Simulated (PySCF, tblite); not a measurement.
Compound: C4H11ClOSi2.
Numbering: `[CH2:1]=[C:2]([Cl:3])[CH2:4][CH2:5][SiH2:6][SiH2:7][OH:8]` (hydrogens: H9, H10 on C1; H11, H12 on C4; H13, H14 on C5; H15, H16 on Si6; H17, H18 on Si7; H19 on O8)

Cartesian coordinates in Å at the GFN2-xTB level; atoms count from 1:
```
atom  x, y, z in Å
C1    -1.4304    1.8201   -0.4718
C2    -1.8898    0.5862   -0.5694
Cl3   -3.4895    0.2058   -0.0055
C4    -1.1379   -0.5856   -1.1102
C5    -0.6860   -1.5272    0.0108
Si6    0.5737   -0.7264    1.2038
Si7    2.4475    0.0179    0.0888
O8     1.9240    1.3020   -0.7803
H9    -2.0143    2.6224   -0.0572
H10   -0.4345    2.0520   -0.8051
H11   -0.2670   -0.2169   -1.6551
H12   -1.7795   -1.1288   -1.8105
H13   -0.2412   -2.4149   -0.4439
H14   -1.5632   -1.8693    0.5620
H15    0.9554   -1.7848    2.1544
H16   -0.1164    0.2968    2.0007
H17    3.0633   -0.9335   -0.8519
H18    3.5510    0.4650    0.9501
H19    2.5250    1.8286   -1.3010
```

Theory: PBE0/pcSseg-1 in PySCF (dipole) on a GFN2-xTB geometry, gas phase.

Take the most abundant isotopes and a rigid rotor. The values belong to one conformer with, in the numbering `[CH2:1]=[C:2]([Cl:3])[CH2:4][CH2:5][SiH2:6][SiH2:7][OH:8]`, C1–C2–C4–C5 106°, C2–C4–C5–Si6 -65°, C4–C5–Si6–Si7 -58°, C5–Si6–Si7–O8 70°, Si6–Si7–O8–H 177°.

(1) What are A, B and C (MHz)?

(2) Classify the top.

(3) What does the inertial defect say?

(4) Give the other two planar moments, Paa and Pbb, and the rms extents of the mass along the axes.

(5) Where do the levels up to J = 2 lie, in cm⁻¹?

(6) Which lines would a microwave search look for?

(7) Estimate the classical rotational partition function at 10 K, 200 K and 500 K.

Answers

(1) Ia = 236.63, Ib = 827.72, Ic = 943.97 u·Å²; 505379 MHz·u·Å²/I gives A = 2136, B = 610.6, C = 535.4 MHz.

(2) A near-prolate asymmetric top; Ray's κ = -0.906.

(3) Not planar: Δ = Ic − Ia − Ib = -120.38 u·Å². For a rigid frame Δ = −2 Σ m c², so Σ m c² = 60.19 u·Å² lies off the ab plane: 18.50 from hydrogen and 41.69 from heavier atoms. The atom farthest from that plane is 2.09 Å away.

(4) Paa = Σ m a² = (Ib + Ic − Ia)/2 = 767.53 and Pbb = Σ m b² = (Ia + Ic − Ib)/2 = 176.44 u·Å². With the mass M = 166.00 u, the rms extents √(P/M) along a, b and c are 2.15, 1.03, 0.60 Å.

(5) Above 0(0,0):
J = 1: 1(0,1) 0.0382, 1(1,1) 0.0891, 1(1,0) 0.0916
J = 2: 2(0,2) 0.1146, 2(1,2) 0.1630, 2(1,1) 0.1706, 2(2,1) 0.3232, 2(2,0) 0.3233
The levels of one J sum to (2J + 1)J(J + 1)(A + B + C)/3.

(6) The dipole components are |μa| = 2.44 D, |μb| = 0.95 D, |μc| = 0.99 D. The squared components, which scale the intensities, stand as 1.00 : 0.15 : 0.16 (a : b : c). Some lines, for components of 0.1 D or more:

| type | branch | J(Ka,Kc) | MHz | lower level (cm⁻¹) |
| --- | --- | --- | --- | --- |
| a | R | 1(0,1) ← 0(0,0) | 1146 | 0.000 |
| b | Q | 1(1,0) ← 1(0,1) | 1600 | 0.038 |
| b | Q | 3(1,2) ← 3(0,3) | 1800 | 0.229 |
| a | R | 2(0,2) ← 1(0,1) | 2289 | 0.038 |
| a | R | 2(1,1) ← 1(1,0) | 2367 | 0.092 |
| c | R | 1(1,0) ← 0(0,0) | 2746 | 0.000 |
| a | R | 3(0,3) ← 2(0,2) | 3427 | 0.115 |
| a | R | 3(2,2) ← 2(2,1) | 3438 | 0.323 |
| b | R | 2(1,2) ← 1(0,1) | 3742 | 0.038 |
| c | R | 2(1,1) ← 1(0,1) | 3967 | 0.038 |
| c | Q | 4(2,3) ← 4(1,3) | 4317 | 0.447 |
| a | R | 4(1,4) ← 3(1,3) | 4428 | 0.274 |
| a | R | 4(3,2) ← 3(3,1) | 4589 | 0.699 |
| a | R | 4(2,2) ← 3(2,1) | 4609 | 0.438 |
| b | R | 3(1,3) ← 2(0,2) | 4776 | 0.115 |
| b | Q | 3(2,2) ← 3(1,3) | 4915 | 0.274 |
| b | R | 4(1,4) ← 3(0,3) | 5777 | 0.229 |
| c | R | 4(1,3) ← 3(0,3) | 6529 | 0.229 |
| c | R | 2(2,0) ← 1(1,0) | 6945 | 0.092 |
| b | Q | 4(3,1) ← 4(2,2) | 7783 | 0.592 |
| b | Q | 4(3,2) ← 4(2,3) | 7823 | 0.591 |
| b | R | 4(2,3) ← 3(1,2) | 9046 | 0.289 |
| c | Q | 4(4,1) ← 4(3,1) | 10934 | 0.852 |
| b | Q | 4(4,0) ← 4(3,1) | 10934 | 0.852 |
| b | Q | 4(4,1) ← 4(3,2) | 10934 | 0.852 |
| b | R | 3(3,0) ← 2(2,1) | 11253 | 0.323 |
| b | R | 4(3,1) ← 3(2,2) | 12405 | 0.438 |

(7) Point group C1, symmetry number σ = 1; q = (√π/σ)·√((kT/h)³/(ABC)), k/h = 20836.6 MHz/K: 6380 at 10 K, 571000 at 200 K, 2260000 at 500 K.

Its lowest GFN2-xTB frequency is 5 cm⁻¹, too small to tell a flat minimum from a shallow saddle. No vibrational averaging or centrifugal distortion is included, and the geometry carries the error of its method. Quadrupole hyperfine structure (35Cl) is left out.

On one thread of an Arm Neoverse N1, no GPU, on a shared host, this took 69 s of wall time and 1.1 GiB of memory at its peak. This is the PBE0/pcSseg-1 job that gave the dipole, with the shieldings it also computed.
